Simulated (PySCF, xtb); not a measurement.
Sb(OEt)3 (C6H15O3Sb), SMILES CC[O][Sb]([O]CC)[O]CC.

GFN2-xTB in xtb at its own geometry gives an orbital gap of 4.98 eV and a dipole moment of 1.58 D.

The structure is a stationary point at PBE0-D3(BJ)/def2-SVP. The isomer is the one that the SMILES or the coordinates give; other isomers of the formula were not compared. The def2 effective core potentials stand for the cores of Sb; spin–orbit coupling is left out. One conformer was computed; it need not be the lowest.

### Question
What does PySCF with B3LYP/def2-SVP give? (The exact figures need the calculation; the answer reports its results.)

### Answer
gap 6.20 eV (levels -7.01 and -0.81 eV), dipole 1.04 D.
